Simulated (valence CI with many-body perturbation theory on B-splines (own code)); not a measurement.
**Assign the levels of Cu15+**

Calculated by configuration interaction combined with many-body perturbation theory (CI+MBPT): four valence electrons over a frozen Dirac-Fock core [Ne], a basis of 11 s, 11 p, 10 d, 8 f, 5 g, 2 h functions for each j, with the one-electron correlation potential Σ1, the two-electron term Σ2, the three-electron term Σ3, Breit, model QED; selected CI, second order for the rest, scaled by the run's own slope (own B-spline code, finite nucleus).

No measured spectrum was set against this ion. As an estimate, levels of excited configurations hold to 0.05 to 0.15 % of their energy, terms of the ground configuration to about 0.5 %. Among the levels kept, up to 830 cm⁻¹ of a level comes from second order outside the variational space, and about a tenth of that is noise between levels of different J, which matters for small intervals.

```tsv
No.	J	Parity	E (cm⁻¹)	g
2	1	even	18585	1.500
3	2	even	32779	1.410
4	2	even	72164	1.089
6	2	odd	276200	1.988
7	1	odd	360930	0.569
8	2	odd	361410	1.203
9	3	odd	368030	1.333
11	1	odd	415650	1.441
15	2	odd	525580	0.675
16	3	odd	537520	1.085
18	4	odd	556280	1.249
```

Energies count from the lowest level. Strongly mixed levels and levels close to another of their J and parity, and those with J = 0 are left out, so the numbers can have gaps.

(1) Give configuration and LS term of each level.

Answers

(1) 2: 3s2 3p2 3P; 3: 3s2 3p2 3P; 4: 3s2 3p2 1D; 6: 3s 3p3 5S°; 7: 3s 3p3 3D°; 8: 3s 3p3 3D°; 9: 3s 3p3 3D°; 11: 3s 3p3 3P°; 15: 3s2 3p 3d 3F°; 16: 3s2 3p 3d 3F°; 18: 3s2 3p 3d 3F°.
